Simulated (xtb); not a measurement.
Species: H$_{5}$BOSi, SMILES `B[SiH2]O` (charge 0, multiplicity 1).

**Question.** Give a relaxed geometry from GFN2-xTB (xtb 6.7.1).

**Answer.** One answer among several that fit: the end point of this relaxation, one of several conformers (outside a Z-matrix the atoms follow the SMILES, hydrogens last).
Bonds (Å): B1–Si2 1.957, B1–H4 1.169, B1–H5 1.172, Si2–O3 1.642, Si2–H6 1.466, Si2–H7 1.481, O3–H8 0.952. Bond angles (°): Si2–B1–H4 121.0, Si2–B1–H5 122.8, H4–B1–H5 116.2, B1–Si2–O3 114.1, B1–Si2–H6 117.3, B1–Si2–H7 111.8, O3–Si2–H6 98.2, O3–Si2–H7 107.5, H6–Si2–H7 106.9, Si2–O3–H8 121.8.
